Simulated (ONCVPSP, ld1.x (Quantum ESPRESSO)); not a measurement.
# Hardness and transferability of assorted potentials

Generated with ld1.x 7.5 (TM, RRKJ, ultrasoft, PAW), atompaw 4.2 or ONCVPSP 4.0.1. The cutoff is in Ry: for ld1.x and atompaw files where the sum of valence levels is converged to 10 mRy in a Bessel basis, for ONCV files where the hardest occupied wave has 1 mHa per electron of residual kinetic energy. The error is the largest all-electron minus pseudo excitation energy over each file’s own four to seven test configurations (ionisations up to +4, promotions, holes and added fractions of an electron), all of which were solved. The labels leave out finer settings (local radius, basis sizes, second energies), which also bear on the numbers. Spin-polarised tests are not counted. The rows are a selection from randomly drawn settings: files with unsolved tests, undetermined cutoffs or missed reference levels are left out.

A true bound ghost makes a file unfit for plane-wave use even where its test errors are small: the radial tests pick states by their node count and pass the ghost by.

| element | potential | cutoff (Ry) | largest error (meV) | bound ghosts |
| --- | --- | --- | --- | --- |
| B | RRKJ, PBE, non-relativistic, rc 1.00/1.85 (sp), local s, core correction yes, reference 2s1 2p0 | 50 | +140 | none |
| Ti | ONCV, PBE, scalar-relativistic, rc 1.65/1.00/2.55 (spd), local smoothed, core correction yes, reference 3s2 3p6 3d2 4s0.5, qcut 8.9/9.7/5.2, projectors 2/2/1 | 79 | +48 | none |
| Mo | PAW, PBEsol, scalar-relativistic, rc 3.20/2.95/1.70 (spd), local smoothed, core correction yes, reference 4d5 5s0.5 5p0 | 35 | -1769 | s |
| Cs | TM, PBEsol, scalar-relativistic, rc 4.20/3.95/4.20 (spd), local smoothed, core correction no, reference 5d0 6s0.5 6p0 | 6 | +149 | s |
| W | PAW, PBE, scalar-relativistic, rc 2.70/4.05/2.35 (spd), local smoothed, core correction yes, reference 5d4.5 6s1.5 6p0 | 18 | -252 | none |
| Au | ONCV, LDA (Perdew-Wang 92), scalar-relativistic, rc 1.65/1.35/1.35 (spd), local d, core correction yes, reference 5s2 5p6 5d10 6s1, qcut 8.4/9.3/8.3, projectors 2/1/0 | 75 | -21 | p |

(1) Fill in the row for Te: TM semilocal, PBEsol, scalar-relativistic, rc 1.52/1.92/1.58 (spd), local p, core correction yes, reference 4d10 5s2 5p4.

(2) Fill in the row for Co: TM, BP86, fully relativistic, rc 1.60/1.15/1.35 (spd), local smoothed, core correction yes, reference 3p6 3d7 4s0 4p0.

Results:

(1) cutoff 90 Ry, largest error -10 meV, bound ghosts: none.

(2) cutoff 140 Ry, largest error -21 meV, bound ghosts: s.
